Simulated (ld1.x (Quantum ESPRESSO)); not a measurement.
## Si, TM: configuration errors across variants

silicon (Si), norm-conserving Troullier–Martins (Kleinman–Bylander form), made with ld1.x (Quantum ESPRESSO) 7.5 (PBEsol, scalar-relativistic). Core [Ne], reference 3s1.5 3p2.5. Waves: 3s (bound): rc 1.35 bohr; 3p (bound): rc 2.40 bohr; 3d channel at 0.2 Ry: rc 2.05 bohr. Local part: all-electron potential smoothed inside 2.25 bohr (lloc = -1). Core correction: a·sin(br)/r model core inside 0.90 bohr.

All-electron excitation energies from the reference (eV): (1) 3s2 3p2 -3.377; (2) 3s2 3p1 4.336; (3) 3s2 3p0 20.300; (4) 3s0 3p4 10.360; (5) 3s2 3p2.3 -4.300; (6) 3s1 3p3 3.417; (7) 3s1 3p2 11.745.

A true bound ghost makes a file unfit for plane-wave use even where its test errors are small: the radial tests pick states by their node count and pass the ghost by.

Errors AE − PS in meV (a dash: test not solved or not reliable):

```csv
change,(1),(2),(3),(4),(5),(6),(7),bound ghosts
base,-0.3,+0.3,+14,-4.6,+0.3,-0.5,+3.6,none
wave 3s (bound): rc 1.35 bohr becomes 3s (bound): rc 0.88 bohr,+0.3,+1.3,+13,+62,+0.7,+3.0,+5.0,not determined
wave 3s (bound): rc 1.35 bohr becomes 3s (bound): rc 1.20 bohr,-0.8,-0.8,+14,-11,-0.1,-1.0,+3.5,none
wave 3s (bound): rc 1.35 bohr becomes 3s (bound): rc 1.38 bohr,-0.3,+0.3,+14,-4.6,+0.3,-0.5,+3.6,none
wave 3s (bound): rc 1.35 bohr becomes 3s (bound): rc 1.56 bohr,-0.1,+0.5,+12,-2.2,+0.4,-0.3,+3.6,none
wave 3s (bound): rc 1.35 bohr becomes 3s (bound): rc 1.68 bohr,0.0,+0.6,+12,-1.7,+0.5,-0.2,+3.7,none
wave 3s (bound): rc 1.35 bohr becomes 3s (bound): rc 1.84 bohr,-0.2,+0.5,+13,-3.6,+0.3,-0.4,+3.4,none
wave 3s (bound): rc 1.35 bohr becomes 3s (bound): rc 2.04 bohr,-0.8,+0.2,+17,-11,-0.2,-1.1,+2.6,none
```

Problem. Give the same row for: wave 3s (bound): rc 1.35 bohr becomes 3s (bound): rc 1.00 bohr.

Solution. -2.7, -5.3, +3.6, -31, -1.5, -2.9, +2.5; bound ghosts: s.
